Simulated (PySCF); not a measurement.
Isomers of C5H9B2N, from PySCF, PBE0-D3(BJ)/def2-SVP geometry optimisation, gas phase. One conformer each, no zero-point energy, no frequencies.

Question: Which isomer lies lower at this level?
A. `[BH2:1][BH2-:2][n+:3]1[cH:4][cH:5][cH:6][cH:7][cH:8]1` with H–B1–B2–N3 -3° and 178°, B1–B2–N3–C4 -93°: A = 4590, B = 1494, C = 1259 MHz, dipole 6.56 D
B. `[BH2:1][CH2:2][BH:3][n:4]1[cH:5][cH:6][cH:7][cH:8]1` with H–B1–C2–B3 -82° and 94°, B1–C2–B3–N4 -84°, C2–B3–N4–C5 1°: A = 5318, B = 1316, C = 1153 MHz, dipole 0.74 D

Answer: B. That is `BCBN1C=CC=C1`, 26.5 kcal/mol below the other.

```json
{"SMILES": "BCBn1cccc1", "mapped SMILES": "[BH2:1][CH2:2][BH:3][n:4]1[cH:5][cH:6][cH:7][cH:8]1", "E (Eh)": "-299.82955", "relative (kcal/mol)": "0.0", "relative (kJ/mol)": "0.0", "dipole (D)": "0.74"}
{"SMILES": "B[BH2-][n+]1ccccc1", "mapped SMILES": "[BH2:1][BH2-:2][n+:3]1[cH:4][cH:5][cH:6][cH:7][cH:8]1", "E (Eh)": "-299.78739", "relative (kcal/mol)": "26.5", "relative (kJ/mol)": "110.7", "dipole (D)": "6.56"}
```
